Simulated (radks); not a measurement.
Values are calculated unless marked as measured or tabulated.
Question: Species: Fe16+. Configuration: [Ne] (the NIST ground configuration). Code: a radial shooting solver on a logarithmic mesh with Libxc functionals. Model: scalar-relativistic Kohn-Sham, PBEsol, spin-polarised, spherical densities, point nucleus. Some entries of the table are withheld. Estimate them.

| orbital | occ. | eigenvalue (hartree) | r(max) (bohr) | <1/r> (bohr^-1) |
|---|---|---|---|---|
| 1s | 2 | -277.1229 | (1) | (2) |
| 2s | 2 | (3) | 0.2208 | 5.649 |
| 2p | 6 | -44.80382 | (4) | 5.542 |

Answer: 
(1) 1s r(max) (bohr): 0.03828
(2) 1s <1/r> (bohr^-1): 25.97
(3) 2s eigenvalue (hartree): -49.05372
(4) 2p r(max) (bohr): 0.1779
